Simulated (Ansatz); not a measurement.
A structure relaxed at PBE0-D4/def2-TZVP, charge 0, multiplicity 1:

```xyz
9

N     0.0752   -0.5002    1.6110
W    -0.0843    0.0714   -0.0352
N     1.1640   -0.5505   -1.0922
O     0.0596    1.9689   -0.0399
O    -1.7769   -0.5130   -0.6789
H     0.4739   -1.0217    2.3745
H     1.9907   -1.0678   -1.3430
H    -0.0429    2.4588    0.7786
H    -1.8592   -0.8460   -1.5749
```

Q: Give its formula and SMILES.

A: H4N2O2W, `[NH]=[W](=[NH])([OH])[OH]`.

Q: Point group (tolerance 0.08 Å, 0.16 Å for H)?

A: C2.

Q: Summarise the bond lengths by kind.

A: 2 × N–W 1.750 Å; 2 × H–N 1.007 Å; 2 × O–W 1.903 Å; 2 × H–O 0.959 Å.

Program: Ansatz 0.2.0.
